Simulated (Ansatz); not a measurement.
The same molecule with X = F, Cl, Br, I. Ansatz, PBE0-D4/def2-TZVP geometries, multiplicity 1.

Elements past krypton have def2 core potentials. Scalar relativity is left out up to krypton.

```
 X      molecule  mean X–In bond length / Å  zero-point energy (PBE0-D4/def2-TZVP) / kJ/mol  HOMO energy (B3LYP/def2-TZVPP) / eV  ideal-gas entropy at 298 K and 1 bar (rigid rotor, harmonic PBE0-D4/def2-TZVP) / J/(mol·K)
 F   `[F][InH2]`                      1.961                                            35.2                                -8.55                                                                                         265
Cl  `[Cl][InH2]`                      2.343                                            33.7                                -7.96                                                                                         276
Br  `[Br][InH2]`                      2.484                                            32.9                                -7.59                                                                                         288
```

(1) Give the row for X = I, `[InH2][I]`. (Best estimate.)

## Answers

(1) The calculation gave: 
```tsv
X	molecule	mean X–In bond length / Å	zero-point energy (PBE0-D4/def2-TZVP) / kJ/mol	HOMO energy (B3LYP/def2-TZVPP) / eV	ideal-gas entropy at 298 K and 1 bar (rigid rotor, harmonic PBE0-D4/def2-TZVP) / J/(mol·K)
I	`[InH2][I]`	2.673	32.3	-7.06	295
```

From F to I the mean X–In bond length rises at each step, by 0.712 Å in all; the zero-point energy (PBE0-D4/def2-TZVP) falls at each step, by 2.9 kJ/mol in all; the HOMO energy (B3LYP/def2-TZVPP) rises at each step, by 1.49 eV in all; the ideal-gas entropy at 298 K and 1 bar (rigid rotor, harmonic PBE0-D4/def2-TZVP) rises at each step, by 30 J/(mol·K) in all. Bonds lengthen as the atom grows down the group.

B3LYP here is the variant with VWN-RPA as its local correlation; programs differ in this.

Spin–orbit coupling is left out; it splits and shifts lone-pair levels of the heavy atoms by tenths of an eV.
